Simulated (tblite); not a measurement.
Compound: CH₆GeS.
Bonds: C1–Ge2, Ge2–S3. Hydrogens: H4, H5, H6 on C1; H7, H8 on Ge2; H9 on S3.

Computed with GFN2-xTB (tblite), gas phase: L-BFGS steps from a force-field or distance-geometry start until the largest atomic force falls under 0.01 eV/Å.

Geometry at step 6:
```
atom  x, y, z in Å
C1     -1.2193    0.1104   -0.1066
Ge2     0.6059   -0.6378    0.0165
S3      1.9616    0.8847    0.8647
H4     -1.1722    1.1918   -0.0766
H5     -1.8276   -0.2166    0.7278
H6     -1.7166   -0.1841   -1.0197
H7      1.0787   -1.1468   -1.3226
H8      0.6249   -1.8207    0.9368
H9      1.6782    1.8250   -0.0455
```

**Question.** What forces act on the atoms?

**Answer.** 
```tsv
atom	Fx (eV/Å)	Fy (eV/Å)	Fz (eV/Å)
C1	0.067	0.045	0.025
Ge2	-0.229	-0.027	-0.010
S3	0.054	0.107	-0.128
H4	-0.061	0.184	-0.027
H5	-0.020	-0.050	0.117
H6	-0.034	-0.068	-0.151
H7	0.114	0.065	-0.066
H8	0.110	-0.037	0.106
H9	0.001	-0.219	0.135
```

The largest, 0.26 eV/Å, acts on H9; the rms over all components is 0.103 eV/Å. The forces sum to zero within rounding, as they must for an isolated molecule in no field.

**Question.** Give the force on H9 in Eh/bohr and in nN.

**Answer.** 0.257 eV/Å ÷ 51.422 = 0.00500 Eh/bohr, and 0.257 eV/Å × 1.602 = 0.41 nN.

**Question.** How far is this geometry from the end of the optimisation?

**Answer.** 0.046 eV above it, and 0.396 Å rms away after alignment. The bonds farthest from their final lengths, with half the difference of the two atoms' forces along the bond (positive lengthens):

| bond | now (Å) | final (Å) | force along bond (eV/Å) |
| --- | --- | --- | --- |
| S3–H9 | 1.339 | 1.326 | -0.20 |
| Ge2–H8 | 1.499 | 1.504 | +0.04 |
| Ge2–H7 | 1.509 | 1.514 | +0.06 |
| C1–H4 | 1.083 | 1.088 | +0.07 |
| C1–H6 | 1.081 | 1.085 | +0.11 |
| C1–H5 | 1.083 | 1.087 | +0.07 |

The angle farthest from its final value is S3–Ge2–H7, 112.4° against 109.3°.

The cost below is that of the whole relaxation. On one thread of an Arm Neoverse N1, shared host, this took 0.46 s wall.
